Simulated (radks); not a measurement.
The numbers below are computed, except where a source is named.
Question: All-electron atom: neutral zirconium in [Ar] 3d10 4s2 4p5.75 4d2.25 5s2 (fractional occupations, a model configuration). Level of theory: Dirac Kohn-Sham, PBE, spin-unpolarised, spherical densities, finite nucleus; open shells fill j = l - 1/2 first; Fermi nuclear charge, rms radius 4.2694 fm (a radial shooting solver on a logarithmic mesh with Libxc functionals). Some entries of the table are withheld. Estimate them.

orbital,occ.,eigenvalue (eV),r(max) (bohr),<1/r> (bohr^-1)
1s1/2,2,-17817.70,0.02414,41.26
2s1/2,2,-2469.021,0.1371,9.341
2p1/2,2,-2260.211,0.1070,(1)
2p3/2,4,-2174.350,0.1106,(2)
3s1/2,2,-405.2752,0.4084,3.161
3p1/2,2,-327.5334,0.3963,3.055
3p3/2,4,-313.8638,0.4054,2.959
3d3/2,4,-176.8206,0.3459,2.755
3d5/2,6,-174.3233,0.3486,2.730
4s1/2,2,-54.9279,1.077,(3)
4p1/2,2,-34.0569,1.161,0.9986
4p3/2,3.75,-32.2717,1.186,0.9721
5s1/2,2,-4.4742,3.135,0.3452
4d3/2,2.25,-3.8742,1.576,0.6099
4d5/2,0,-3.7411,1.590,0.6027

Answer: 
(1) 2p1/2 <1/r> (bohr^-1): 9.315
(2) 2p3/2 <1/r> (bohr^-1): 8.912
(3) 4s1/2 <1/r> (bohr^-1): 1.121
